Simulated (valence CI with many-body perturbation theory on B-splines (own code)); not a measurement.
## E1 line list for Ca VIII

Computed by configuration interaction combined with many-body perturbation theory (CI+MBPT): three valence electrons over a frozen Dirac-Fock core [Ne], a basis of 11 s, 11 p, 9 d, 7 f, 5 g, 2 h, 1 i functions for each j, with the one-electron correlation potential Σ1 (screened to all orders), the two-electron term Σ2, the three-electron term Σ3, Breit, model QED; selected single and double excitations, second order for the rest, scaled by the run's own slope (own B-spline code, finite nucleus).

No measured levels were compared; by estimate levels hold to about 100 cm⁻¹ or 0.05 % of their energy and the worst to 300 or 400 cm⁻¹, as in measured light ions of charge 2 to 7.

Lines 151 to 200 of 274 in falling wavelength, among levels below 644670 cm⁻¹, chosen from the strongest by gf and those to the six lowest levels. Wavelengths and rates use the calculated energies, so an error of 200 cm⁻¹ moves a line at 397.2 Å by 0.079 % and its rate by three times that or more. Electric multipoles are in the length gauge, E1 and E2 with the static RPA response of the core. Weak lines are less certain than strong ones. Lines between different terms over intervals too small for the method are left out, as are lines whose strength nearly cancels. Where a level lies close to another of its J and parity, the split of strength between their lines is uncertain. The highest levels of a list are the least certain.

Names give the largest LS component (configuration and term), which can be under half, so a name can repeat, a term be missing and a line seem to break the LS rules; names also repeat where a configuration has a term twice. Letters in brackets count levels of one name in rising energy.

```
λ vac (Å)               Upper           Lower   A (s⁻¹)  S (a.u.) with core polarisation  S without
    397.2  3s3p3d ²D°_3/2 [a]    3s3p² ²D_5/2  1.66e+09                         2.05e-01   2.13e-01
    396.8  3s3p3d ²D°_5/2 [a]    3s3p² ²D_3/2  1.44e+09                         2.66e-01   2.77e-01
    396.8  3s3p3d ²D°_3/2 [a]    3s3p² ²D_3/2  1.63e+10                         2.01e+00   2.09e+00
    393.3  3s3p3d ²P°_1/2 [a]    3s3p² ²P_1/2  8.17e+09                         4.91e-01   5.09e-01
    380.6    3p²3d ²P_1/2 [b]     3p³ ²P°_3/2  2.97e+09                         1.61e-01   1.67e-01
    380.3    3p²3d ²P_1/2 [b]     3p³ ²P°_1/2  1.50e+10                         8.13e-01   8.43e-01
    379.4    3p²3d ²P_3/2 [b]     3p³ ²P°_3/2  9.75e+09                         1.05e+00   1.09e+00
    379.1    3p²3d ²P_3/2 [b]  3s3p3d ⁴F°_3/2  1.86e+09                         2.00e-01   2.07e-01
    379.1    3p²3d ²P_3/2 [b]     3p³ ²P°_1/2  3.61e+09                         3.89e-01   4.03e-01
    374.5    3p²3d ²D_3/2 [b]     3p³ ²P°_3/2  2.96e+09                         3.07e-01   3.18e-01
    374.5        3p²3d ²S_1/2     3p³ ²P°_3/2  1.32e+10                         6.84e-01   7.09e-01
    374.3        3p²3d ²S_1/2  3s3p3d ⁴F°_3/2  2.58e+09                         1.34e-01   1.39e-01
    374.2        3p²3d ²S_1/2     3p³ ²P°_1/2  3.58e+09                         1.85e-01   1.92e-01
    374.1  3s3p3d ²P°_3/2 [a]    3s3p² ²S_1/2  2.00e+10                         2.07e+00   2.14e+00
    373.1        3p²3d ²D_5/2     3p³ ⁴S°_3/2  2.13e+09                         3.28e-01   3.40e-01
    372.8  3s3p3d ²P°_1/2 [b]    3s3p² ²P_3/2  5.18e+09                         2.65e-01   2.75e-01
    372.5  3s3p3d ²P°_3/2 [b]    3s3p² ²P_3/2  8.43e+09                         8.60e-01   8.92e-01
    372.1  3s3p3d ²P°_1/2 [a]    3s3p² ²S_1/2  1.55e+10                         7.88e-01   8.17e-01
    369.2  3s3p3d ²P°_1/2 [b]    3s3p² ²P_1/2  8.27e+09                         4.11e-01   4.27e-01
    368.9  3s3p3d ²P°_3/2 [b]    3s3p² ²P_1/2  6.19e+09                         6.13e-01   6.36e-01
    367.3  3s3p3d ²F°_5/2 [a]    3s3p² ²D_5/2  8.02e+08                         1.18e-01   1.22e-01
    367.1  3s3p3d ²D°_3/2 [b]    3s3p² ²P_3/2  9.16e+09                         8.94e-01   9.28e-01
    367.0  3s3p3d ²F°_5/2 [a]    3s3p² ²D_3/2  7.61e+09                         1.11e+00   1.15e+00
    366.3        3p²3d ⁴P_5/2     3p³ ⁴S°_3/2  2.31e+10                         3.36e+00   3.48e+00
    366.3  3s3p3d ²D°_5/2 [b]    3s3p² ²P_3/2  3.34e+10                         4.86e+00   5.04e+00
    365.3        3p²3d ⁴P_3/2     3p³ ⁴S°_3/2  2.52e+10                         2.42e+00   2.51e+00
    364.7        3p²3d ⁴P_1/2     3p³ ⁴S°_3/2  2.57e+10                         1.23e+00   1.28e+00
    363.7  3s3p3d ²D°_3/2 [b]    3s3p² ²P_1/2  2.36e+10                         2.24e+00   2.32e+00
    363.5      3s3p3d ⁴P°_5/2    3s3p² ⁴P_5/2  3.87e+09                         5.51e-01   5.71e-01
    362.8  3s3p3d ²F°_7/2 [a]    3s3p² ²D_5/2  8.48e+09                         1.60e+00   1.66e+00
    362.1      3s3p3d ⁴P°_3/2    3s3p² ⁴P_5/2  2.77e+09                         2.60e-01   2.70e-01
    360.4      3s3p3d ⁴P°_5/2    3s3p² ⁴P_3/2  1.06e+10                         1.48e+00   1.53e+00
    359.8        3p²3d ²D_5/2     3p³ ²D°_5/2  1.44e+10                         1.99e+00   2.06e+00
    359.7        3s²3d ²D_3/2   3s²3p ²P°_3/2  4.05e+09                         3.72e-01   3.85e-01
    359.4        3s²3d ²D_5/2   3s²3p ²P°_3/2  2.27e+10                         3.12e+00   3.24e+00
    359.1      3s3p3d ⁴P°_3/2    3s3p² ⁴P_3/2  1.99e+08                         1.81e-02   1.88e-02
    359.0    3p²3d ²D_3/2 [a]     3p³ ²D°_5/2  1.96e+09                         1.79e-01   1.85e-01
    358.4    3p²3d ²D_3/2 [a]     3p³ ²D°_3/2  1.50e+10                         1.37e+00   1.42e+00
    358.1      3s3p3d ⁴D°_3/2    3s3p² ⁴P_5/2  4.47e+09                         4.05e-01   4.20e-01
    357.9      3s3p3d ⁴P°_1/2    3s3p² ⁴P_3/2  3.43e+09                         1.55e-01   1.61e-01
    357.6      3s3p3d ⁴D°_5/2    3s3p² ⁴P_5/2  1.27e+10                         1.71e+00   1.78e+00
    357.5      3s3p3d ⁴D°_7/2    3s3p² ⁴P_5/2  2.34e+10                         4.21e+00   4.36e+00
    357.0      3s3p3d ⁴P°_3/2    3s3p² ⁴P_1/2  1.29e+10                         1.16e+00   1.20e+00
    355.8      3s3p3d ⁴P°_1/2    3s3p² ⁴P_1/2  1.32e+10                         5.87e-01   6.09e-01
    355.8      3s3p3d ⁴D°_1/2    3s3p² ⁴P_3/2  1.21e+10                         5.40e-01   5.60e-01
    355.1      3s3p3d ⁴D°_3/2    3s3p² ⁴P_3/2  1.44e+10                         1.27e+00   1.32e+00
    354.6      3s3p3d ⁴D°_5/2    3s3p² ⁴P_3/2  9.77e+09                         1.29e+00   1.34e+00
    354.2        3s²3d ²D_3/2   3s²3p ²P°_1/2  1.95e+10                         1.71e+00   1.78e+00
    353.8      3s3p3d ⁴D°_1/2    3s3p² ⁴P_1/2  9.05e+09                         3.96e-01   4.10e-01
    353.6        3p²3d ⁴P_5/2     3p³ ²D°_5/2  1.19e+09                         1.56e-01   1.62e-01
```
